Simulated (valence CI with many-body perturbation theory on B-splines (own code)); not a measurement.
Dy LXII: key properties

Computed by valence CI with perturbative core correlation (CI+MBPT): three valence electrons over a frozen Dirac-Fock core [He], radial functions for each j: 9 s, 9 p, 8 d, 6 f, 3 g, 1 h, with the one-electron correlation potential Σ1, the two-electron term Σ2, the three-electron term Σ3, Breit, model QED; selected CI, second order for the rest, scaled by the run's own slope (own B-spline code, finite nucleus).

The last digits are not significant, and no measured levels were compared; by estimate large intervals hold to a few tenths of a per cent, small ones and those within an open d or f shell to about a per cent.

Levels are named by their leading jj configuration (3d3/2^4 stands for four electrons in 3d with j = 3/2), which in mixed levels can hold well under half, so a name can repeat and another be missing.

Rates and lifetimes use the calculated energies. Strong lines usually hold to 10 to 20 %, long lifetimes can be off by a factor of two.

Question: What is the ground level?

Answer: (2s^2 2p1/2) J=1/2, composition 100 % 2s²2p ²P°, g = 0.627.

Question: Name the longest-lived excited levels whose lifetime is computed, and their main decay.

Answer: (2s 2p1/2 2p3/2) J=5/2 at 8599.0 × 10³ cm⁻¹ lives 150 ps, mostly by E1 to (2s^2 2p3/2) J=3/2; (2s^2 2p3/2) J=3/2 at 7031.4 × 10³ cm⁻¹ lives 84.1 ps, mostly by E1 to (2s 2p1/2^2) J=1/2; (2s 2p1/2^2) J=1/2 at 1804.6 × 10³ cm⁻¹ lives 56.1 ps, mostly by E1 to (2s^2 2p1/2) J=1/2.

Question: Where does the other parity begin?

Answer: At (2s 2p1/2^2) J=1/2, 1804.6 × 10³ cm⁻¹.

Question: What are the static dipole polarisabilities of the lowest levels?

Answer: (2s^2 2p1/2) J=1/2 0.000267 bohr³, of which the core gives 3.74e-07.

Question: What is the ionisation energy?

Answer: 14489 eV; NIST lists 14495 ± 12 eV (theoretical).
